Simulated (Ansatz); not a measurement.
Spectroscopic constants of ZnO, closed-shell singlet (the spin of the measured ground state). No spin–orbit coupling. Zn is treated without relativity.

D_e counts from the fitted minimum to each atom's lowest state at the same level, without counterpoise. The singlet is restricted.

Correlated levels freeze the inner cores; with def2 sets outer-core shells near the valence are correlated too. CBS(a, b) extrapolates the correlation energy as X⁻³ and adds the Hartree–Fock energy of set b.

The values were computed with Ansatz (an electronic-structure program). Values without a source in brackets are computed.

Predict the bond energy D_e from CCSD(T)/CBS(def2-TZVPP, def2-QZVPP).

38.1 kcal/mol

Estimate the bond energy D_e that CCSD(T)/def2-QZVPP returns for this input.

36.4 kcal/mol

Predict the bond energy D_e from CCSD/def2-TZVPP.

21.0 kcal/mol

Doubts at one or more of the structures used: a restricted determinant that unrestricted orbitals would lower (CCSD/def2-TZVPP, CCSD(T)/def2-QZVPP, CCSD(T)/CBS(def2-TZVPP, def2-QZVPP)).
